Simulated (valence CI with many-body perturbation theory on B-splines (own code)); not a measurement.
**Questions on Os26+**

Calculated by configuration interaction combined with many-body perturbation theory (CI+MBPT): four valence electrons over a frozen Dirac-Fock core [Kr] 4d10, radial functions for each j: 7 s, 7 p, 7 d, 7 f, 4 g, 2 h, with the one-electron correlation potential Σ1, the two-electron term Σ2, the three-electron term Σ3, Breit, model QED; selected CI, second order for the rest, scaled by the run's own slope (own B-spline code, finite nucleus).

No measured spectrum was set against this ion. As an estimate, large intervals hold to a few tenths of a per cent, small ones and those within an open d or f shell to about a per cent. Excitations out of the core, of the other parity, are not computed and may begin above about 171 eV (a cautious bound); beyond it only levels of the ground parity were kept, without lifetimes.

Levels are named by their leading jj configuration (3d3/2^4 stands for four electrons in 3d with j = 3/2), which in mixed levels can hold well under half, so a name can repeat and another be missing.

Rates and lifetimes use the calculated energies. Strong lines usually hold to 10 to 20 %, long lifetimes can be off by a factor of two.

Task: What is the ground level?

Result: (4f5/2^4) J=4, composition 78 % 4f⁴ ⁵I + 19 % 4f⁴ ³H, g = 0.649.

Task: How well does LS coupling describe the low levels?

Result: Among the lowest 20 levels the leading LS term, summed over configurations, holds 57 % on average. For single configurations the figures are 57 % in LS and 69 % in jj coupling. Terms mix most in the J = 4 level at 47320 cm⁻¹, where the leading one holds 28 %.

Task: What is the ionisation energy?

Result: 844.29 eV; NIST lists 870 ± 40 eV (theoretical).

Task: Where does the other parity begin?

Result: At (4f5/2^3 5s) J=4, 971060 cm⁻¹.

Task: Name the longest-lived excited levels whose lifetime is computed, and their main decay.

Result: (4f5/2^4) J=2 at 36704 cm⁻¹ lives 42.4 s, mostly by E2 to (4f5/2^4) J=4; (4f5/2^4) J=0 at 89532 cm⁻¹ lives 859 ms, mostly by E2 to (4f5/2^4) J=2; (4f5/2^3 4f7/2) J=8 at 51809 cm⁻¹ lives 59.9 ms, mostly by M1 to (4f5/2^3 4f7/2) J=7.
